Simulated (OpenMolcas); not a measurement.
**Ce2+: CASPT2 settings compared**

- Program: OpenMolcas 26.06
- Basis: ANO-RCC-VDZ [7s6p4d2f]
- Scalar Hamiltonian: DKH3, point nucleus
- Active space: 2 electrons in 7 orbitals (4f)
- State averaging: 2S+1 = 3 even, 21 roots; 2S+1 = 1 even, 27 roots kept (CI in the orbitals of an earlier block)
- Spin-orbit coupling: RASSI with atomic mean-field integrals over the reference wave functions, term energies averaged over their components

Methods on the same reference wave functions:
A. CASSCF
B. SS-CASPT2, IPEA 0.2 Eh, sigma2 regulariser 0.5 Eh (closed shells correlated: 5s 5p)
C. SS-CASPT2, IPEA 0.5 Eh, imaginary shift 0.3 Eh (closed shells correlated: 4d 5s 5p)
D. XMS-CASPT2, IPEA 0.6 Eh, sigma2 regulariser 0.1 Eh (closed shells correlated: 4d 5s 5p)

Energies in eV above 4f2 3H4, the measured ground level; measured values from Martin, Zalubas and Hagan, Atomic Energy Levels: The Rare-Earth Elements, NSRDS-NBS 60 (1978).

```tsv
Level	A	B	C	D	Measured
4f2 3H4	0.0000	0.0000	0.0000	0.0000	0.0000
4f2 3H5	0.2039	0.2046	0.2062	0.2066	0.1895
4f2 3H6	0.4215	0.422	0.423	0.424	0.3877
4f2 3F2	0.6922	0.554	0.501	0.508	0.4665
4f2 3F3	0.8217	0.686	0.634	0.642	0.5908
4f2 1D2	2.3969	2.063	1.947	1.882	1.5913
4f2 1I6	2.8739	2.649	2.648	2.666	2.1599
4f2 3P0	3.0503	2.625	2.529	2.344	1.9927
4f2 3P1	3.0871	2.662	2.565	2.380	2.0487
4f2 3P2	3.1924	2.771	2.674	2.496	2.1471
```

Deviations, from unrounded energies. A percentage is the sum of absolute deviations over the sum of measured energies, with the sign that they share, or ± where signs differ.

```tsv
Against measurement	Levels	A	B	C	D
mean absolute deviation (cm-1)	9	4600	2700	2300	1800
fine structure of the ground term (%)	2	+8.3	+8.5	+9.1	+9.2
other terms of the ground configuration (%)	7	+46.5	+27.4	+22.7	+17.5
```

D lies closest to measurement on these levels and A furthest from it. The largest miss of D in the table is 4f2 1I6, by +4100 cm-1. The ranking rests on the paired levels alone, and a cruder setting can come out closer through cancelling errors.

Among B to D the level of the table that moves most is 4f2 3P0, by 2300 cm-1 (lowest in D, highest in B). Moves below CASPT2's spread within the term are not significant.

The mean deviations of B to D differ by less than CASPT2's widest spread within a term (1400 cm-1), so their order carries little weight.

From A to B the spin-free energies of the other terms of 4f2 shown, above 3H, scale by factors of 0.78 to 0.91, as is usual when dynamic correlation screens the repulsion within a d or f shell.

The lowest spin-free term lies below A's lowest term by 0.177 hartree in B, 0.497 hartree in C, 0.504 hartree in D.

CASPT2 does not keep the components of a term degenerate, so their means are used; among the terms shown or strongly mixed into the levels shown the widest spread is 1400 cm-1 (4f2 1D, D). Terms from blocks run as CI alone lack orbitals of their own. The CASPT2 spread within a term exceeds the gap to the next term for 4f2 1I and 4f2 3P, so the order of their levels is uncertain (figures for B; the like holds for C). Without dynamic correlation excited terms often stand tens of per cent too high (terms of higher spin than the ground term too low), and those without a measured partner can miss by more than the paired ones (holds for A). Some levels mix across a computed gap that differs much from the measured one, so their mixing is not that of the real levels (holds for A; C). Some terms miss by over 15 % even with CASPT2, which points to a basis or an active space too small for the shells correlated (holds for B; C; D). Measured partners are found by configuration, term and J. A level has none where our copy of the source lacks it or the pairing is in doubt (some pairs that miss far off the trend of their configuration count as doubtful), and it then counts in no deviation. Only configurations of the active space appear. The table leaves out levels that lie high or whose names do not pair safely across all columns.
